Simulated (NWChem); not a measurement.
System: SnN₂H₄, singlet; SMILES [NH2][Sn][NH2]

Here is an NWChem input.

```
start job
memory heap 200 mb stack 900 mb global 1100 mb
geometry units angstroms noautoz
  Sn     0.000000     0.000000    -0.377321
  N      1.490232     0.000000     1.009044
  H      2.472874     0.000000     0.758498
  H      1.372423     0.000000     2.017519
  N     -1.490232     0.000000     1.009044
  H     -1.372423     0.000000     2.017519
  H     -2.472874     0.000000     0.758498
end
basis spherical
  Sn library def2-svp
  N library def2-svp
  H library def2-svp
end
ecp
  Sn library def2-ecp
end
dft
  xc r2scan
  iterations 150
  vectors input atomic output neutral.movecs
end
task dft energy
charge 1
dft
  odft
  mult 2
  vectors input atomic output cation.movecs
end
task dft energy
```

Low-valent species are run as closed-shell singlets; no triplet was tried in these runs. Structure relaxed at the PBE0/def2-SVP level. def2 effective core potentials on Sn; no spin-orbit coupling.

Ions are spin-unrestricted doublets at the neutral geometry; other ion states weren't tried.

### Question
Predict the main results of this run. (r2SCAN/def2-SVP with def2 effective core potentials on Sn, vertical spin-unrestricted ions.) Quantities: vertical ionisation energy, ΔSCF (eV); −ε(HOMO) (eV).

### Answer
```yaml
vertical ionisation energy, ΔSCF (eV): 8.21
"−ε(HOMO) (eV)": 5.25
```
